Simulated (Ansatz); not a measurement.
Al₂O₂H₆⁺, that is (H2Al-mu-OH)2 with one electron fewer. The state is a doublet with charge 1. Geometry r2SCAN-D4/def2-SVP, that of the neutral singlet; atoms count from 1.

Cartesian coordinates in Å:
```
Al -0.5842 0.4012 -1.2439
H -1.1608 1.8752 -1.3824
H -0.6354 -0.6413 -2.4417
O -1.0600 -0.4566 0.3505
Al 0.5841 -0.4011 1.2439
H 1.1611 -1.8748 1.3834
H 0.6349 0.6418 2.4413
O 1.0601 0.4561 -0.3508
H -1.7174 -1.1566 0.4334
H 1.7175 1.1561 -0.4338
```

Q: Estimate the Mulliken populations from the PBE0/def2-TZVP orbitals of Ansatz.

A: 
```json
{"atom": "Al1", "charge (e)": "0.50", "spin (α − β)": "0.05"}
{"atom": "H2", "charge (e)": "0.04", "spin (α − β)": "0.20"}
{"atom": "H3", "charge (e)": "0.04", "spin (α − β)": "0.20"}
{"atom": "O4", "charge (e)": "-0.45", "spin (α − β)": "0.06"}
{"atom": "Al5", "charge (e)": "0.50", "spin (α − β)": "0.05"}
{"atom": "H6", "charge (e)": "0.04", "spin (α − β)": "0.20"}
{"atom": "H7", "charge (e)": "0.04", "spin (α − β)": "0.20"}
{"atom": "O8", "charge (e)": "-0.45", "spin (α − β)": "0.06"}
{"atom": "H9", "charge (e)": "0.38", "spin (α − β)": "0.00"}
{"atom": "H10", "charge (e)": "0.38", "spin (α − β)": "0.00"}
```
Mulliken values and Mayer orders depend strongly on the basis.

Q: Where does the spin sit?

A: Summed by element: Al 0.10, H 0.78, O 0.13, of 1 unpaired in all. Largest on single atoms: H7 0.20, H6 0.20, H2 0.20.

Q: And the Mayer bond orders between bonded heavy atoms (over 0.3)?

A: Al1–O4 0.70 (1.87 Å); Al1–O8 0.70 (1.87 Å); O4–Al5 0.70 (1.87 Å); Al5–O8 0.70 (1.87 Å).
